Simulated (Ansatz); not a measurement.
Ansatz (a first-principles code) input:

Ansatz 0.2 input:
```yaml
crystal:
  periodic: [false, false, false]
  atoms:
    - {symbol: Si, position_ang: [-0.11195686, -0.08544414, -0.86256966]}
    - {symbol: Br, position_ang: [0.21229064, 0.12581020, 1.37064662]}
    - {symbol: N, position_ang: [1.47579977, -0.51939975, -1.41903468]}
    - {symbol: N, position_ang: [-0.83656194, 1.37641757, -1.33586308]}
    - {symbol: N, position_ang: [-1.11075077, -1.35739514, -1.36535778]}
    - {symbol: H, position_ang: [2.16638345, 0.22338293, -1.29676574]}
    - {symbol: H, position_ang: [-1.25600116, 1.48575882, -2.24474515]}
    - {symbol: H, position_ang: [-0.66741868, 2.24833677, -0.86399693]}
    - {symbol: H, position_ang: [-0.71503131, -2.27181803, -1.51459084]}
    - {symbol: H, position_ang: [-2.09011781, -1.39015833, -1.13476880]}
basis:
  gaussian:
    orbitals: def2-TZVPD
hamiltonian:
  xc: {name: LC-wPBE}
magnetization: {spin_polarized: true, initial_magnetization: 1}
output: {forces: true}
```

Task: Predict the final energy.

Result: -3030.53576 Eh (LC-wPBE/def2-TZVPD). The basis has 256 functions.

It need not be the lowest isomer of its formula.
